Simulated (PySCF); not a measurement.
# Computed properties of C2Cl2O2Pt, SMILES [O+]#[C-]->[Pt]([Cl])([Cl])<-[C-]#[O+], multiplicity 1

C2Cl2O2Pt, SMILES [O+]#[C-]->[Pt]([Cl])([Cl])<-[C-]#[O+], multiplicity 1. Geometry optimised at PBE0-D3(BJ)/def2-SVP. The multiplicity is an assumed one; other spin states were not compared. The isomer is the one that the SMILES or the coordinates give; other isomers of the formula were not compared. The def2 effective core potentials stand for the cores of Pt; spin–orbit coupling is left out. Other conformers were not sampled. All values are computed for the isolated molecule unless a solvent is named; none is compared with measurement here.

**Structure.** The optimised structure has D2h symmetry. All 15 harmonic modes at PBE0-D3(BJ)/def2-SVP (PySCF) are real, so it is a minimum. With heavy atoms numbered as in [Pt:1]([Cl:2])([Cl:3])(<-[C-:5]#[O+:4])<-[C-:7]#[O+:6], the shortest bond between them is O4–C5 at 1.126 Å and the longest Pt1–Cl3 at 2.331 Å.

**Vibrations.** The strongest infrared lines (harmonic, unscaled, degenerate partners summed) lie at 2258 cm⁻¹ (1028 km/mol, C 57 %, O 43 %), 565 cm⁻¹ (69 km/mol, C 86 %, O 11 %), 334 cm⁻¹ (58 km/mol, O 46 %, C 34 %, Pt 20 %). The softest mode is at 55 cm⁻¹ and the zero-point energy is 12.0 kcal/mol.

**Electronic structure.** ωB97X/def2-TZVP (PySCF) places the frontier levels at -10.05 and -1.24 eV, a gap of 8.81 eV, and gives a dipole moment of 0.00 D and a mean polarisability of 85.7 bohr³.

**Excitations.** TDA-CAM-B3LYP/def2-SVPD (PySCF) has S1 at 3.47 eV (357 nm, f = 0.000, dark); the most intense of the 10 singlets computed lies at 4.61 eV (f = 0.04). T1 (TDA) is at 2.84 eV, 0.63 eV under S1. No vertical singlet excitation falls in the visible range (under 3.1 eV).
